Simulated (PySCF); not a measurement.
CH5Cl2NSi. Atoms are numbered in the order given.

```xyz
10

Si     0.0542    -0.3101    -0.3128
Cl     1.4098     1.0069    -1.1238
Cl     0.7292    -0.8070     1.5828
N     -1.4613     0.4664    -0.3307
C     -2.7108    -0.1827    -0.0024
H      0.0101    -1.5751    -1.0799
H     -1.4665     1.4768    -0.2385
H     -2.9767    -0.1115     1.0679
H     -3.5416     0.2381    -0.5911
H     -2.6535    -1.2536    -0.2534
```

Coordinates come from a PBE0-D3(BJ)/def2-SVP optimisation. Other conformers were not sampled.

Level of theory: PBE0/def2-TZVP in PySCF.

ESP charges are fitted to the potential on shells at 1.4 to 2.0 van der Waals radii. Atomic charges (e):

| atom | Mulliken | Löwdin | ESP fit |
|---|---|---|---|
| Si1 | ? | -0.46 | 0.05 |
| Cl2 | ? | 0.24 | -0.09 |
| Cl3 | ? | 0.20 | -0.10 |
| N4 | -0.40 | -0.12 | -0.36 |
| C5 | -0.28 | -0.36 | -0.27 |
| H6 | -0.01 | -0.03 | 0.06 |
| H7 | 0.23 | 0.18 | 0.32 |
| H8 | ? | 0.11 | 0.12 |
| H9 | ? | 0.12 | 0.10 |
| H10 | ? | 0.12 | 0.15 |

Q: What belongs in the gaps? (Estimate from the structure and the level; the computed values follow.)

A: 
- Si1, Mulliken: 0.54
- Cl2, Mulliken: -0.23
- Cl3, Mulliken: -0.24
- H8, Mulliken: 0.13
- H9, Mulliken: 0.14
- H10, Mulliken: 0.13

Computed Mayer and Wiberg (Löwdin basis) orders of the bonds:
```json
[
 {"bond": "Si1–Cl2", "Mayer": "1.16", "Wiberg": "1.83"},
 {"bond": "Si1–Cl3", "Mayer": "1.14", "Wiberg": "1.81"},
 {"bond": "Si1–N4", "Mayer": "1.25", "Wiberg": "1.49"},
 {"bond": "N4–C5", "Mayer": "0.97", "Wiberg": "1.42"},
 {"bond": "Si1–H6", "Mayer": "0.93", "Wiberg": "0.92"},
 {"bond": "N4–H7", "Mayer": "0.90", "Wiberg": "0.88"},
 {"bond": "C5–H8", "Mayer": "0.97", "Wiberg": "0.93"},
 {"bond": "C5–H9", "Mayer": "0.97", "Wiberg": "0.92"},
 {"bond": "C5–H10", "Mayer": "0.97", "Wiberg": "0.91"}
]
```
